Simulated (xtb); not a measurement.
benzene (C₆H₆), singlet, from a rough starting geometry; GFN2-xTB (xtb 6.7.1).

Here is a job for xtb.
```
$ xtb mol.xyz --gfn 2 --opt vtight --json

# file mol.xyz
12

C      0.01446285     1.43280013     0.00910600
C      1.17651094     0.68839037    -0.03866556
C      1.24010883    -0.70458070     0.03642184
C      0.01456135    -1.37682401    -0.04559713
C     -1.21859868    -0.73237677    -0.03053517
C     -1.19866710     0.73717944    -0.00364996
H      0.04709602     2.49753829    -0.02414236
H      2.14876161     1.20434815    -0.02637117
H      2.21822545    -1.20364084    -0.01628006
H      0.02194828    -2.54571915    -0.05361278
H     -2.15691875    -1.27349331    -0.04335404
H     -2.09284397     1.23878079     0.01867184
```

**Question.** Write the output that xtb gives for this input, abridged.

**Answer.** 
```
   ID    Z sym.   atoms
    1    6 C      1-6
    2    1 H      7-12

           -------------------------------------------------
          |                Calculation Setup                |
           -------------------------------------------------

           -------------------------------------------------
          |                 G F N 2 - x T B                 |
           -------------------------------------------------

          ...................................................
          :                      SETUP                      :
          :.................................................:
          :  # basis functions                  30          :
          :  # atomic orbitals                  30          :
          :  # shells                           18          :
          :  # electrons                        30          :
          :  max. iterations                   250          :
          :  Hamiltonian                  GFN2-xTB          :
          :  restarted?                      false          :
          :  GBSA solvation                  false          :
          :  PC potential                    false          :
          :  electronic temp.          300.0000000     K    :
          :  accuracy                    1.0000000          :
          :  -> integral cutoff          0.2500000E+02      :
          :  -> integral neglect         0.1000000E-07      :
          :  -> SCF convergence          0.1000000E-05 Eh   :
          :  -> wf. convergence          0.1000000E-03 e    :
          :  Broyden damping             0.4000000          :
          :  net charge                          0          :
          :  unpaired electrons                  0          :
          ...................................................

 iter      E             dE          RMSdq      gap      omega  full diag
   1    -16.1371107 -0.161371E+02  0.506E+00    4.44       0.0  T
   2    -16.1523321 -0.152214E-01  0.303E+00    4.43       1.0  T
   3    -16.1520910  0.241089E-03  0.556E-01    4.42       1.0  T
   4    -16.1523186 -0.227643E-03  0.252E-01    4.42       1.0  T
   5    -16.1531112 -0.792579E-03  0.425E-02    4.42       1.0  T
   6    -16.1531104  0.803060E-06  0.224E-02    4.42       1.3  T
   7    -16.1531131 -0.268318E-05  0.192E-03    4.42      15.0  T
   8    -16.1531131 -0.242760E-07  0.104E-03    4.42      27.7  T
   9    -16.1531131 -0.892565E-08  0.364E-04    4.42      79.3  T
[...]
         :: total energy             -15.863512453904 Eh    ::
 * total energy  :   -15.8635125 Eh     change       -0.7129586E-10 Eh
 * total energy  :   -15.8779120 Eh     change       -0.1439952E-01 Eh
 * total energy  :   -15.8794832 Eh     change       -0.1571248E-02 Eh
 * total energy  :   -15.8796173 Eh     change       -0.1340660E-03 Eh
 * total energy  :   -15.8796337 Eh     change       -0.1640525E-04 Eh
 * total energy  :   -15.8796395 Eh     change       -0.5820747E-05 Eh
 * total energy  :   -15.8796402 Eh     change       -0.6431723E-06 Eh
 * total energy  :   -15.8796406 Eh     change       -0.4810937E-06 Eh
 * total energy  :   -15.8796406 Eh     change       -0.1176920E-07 Eh
   *** GEOMETRY OPTIMIZATION CONVERGED AFTER 9 ITERATIONS ***
         :: total energy             -15.879640649539 Eh    ::
[...]
molecular quadrupole (traceless):
                xx          xy          yy          xz          yz          zz
 q only:        0.640      -0.000       0.640       0.000       0.014      -1.280
  q+dip:        2.668       0.000       2.668       0.000       0.059      -5.336
   full:        1.334      -0.000       1.334       0.000       0.030      -2.668

           -------------------------------------------------
          |                Geometry Summary                 |
           -------------------------------------------------

      molecular mass/u    :       78.1120599
   center of mass at/Å    :        0.0178875      -0.0031330      -0.0181986
  moments of inertia/u·Å² :        0.8745016E+02   0.8745087E+02   0.1749010E+03
rotational constants/cm⁻¹ :        0.1927685E+00   0.1927669E+00   0.9638384E-01

 * 12 selected distances

     #   Z          #   Z                                           value/Å
     1   6 C        2   6 C                                       1.3845966
     2   6 C        3   6 C                                       1.3845625
     3   6 C        4   6 C                                       1.3845867
     4   6 C        5   6 C                                       1.3845698
     1   6 C        6   6 C                                       1.3845788
     5   6 C        6   6 C                                       1.3846083 (max)
     1   6 C        7   1 H                                       1.0804800
     2   6 C        8   1 H                                       1.0804627
     3   6 C        9   1 H                                       1.0804516 (min)
     4   6 C       10   1 H                                       1.0804786
     5   6 C       11   1 H                                       1.0804622
     6   6 C       12   1 H                                       1.0804617

 * 2 distinct bonds (by element types)

   Z      Z             #   av. dist./Å        max./Å        min./Å
   1 H    6 C           6     1.0804661     1.0804800     1.0804516
   6 C    6 C           6     1.3845838     1.3846083     1.3845625

optimized geometry written to: xtbopt.xyz

           -------------------------------------------------
          | TOTAL ENERGY              -15.879640649539 Eh   |
          | GRADIENT NORM               0.000057745600 Eh/α |
          | HOMO-LUMO GAP               4.934359812555 eV   |
           -------------------------------------------------

normal termination of xtb
```
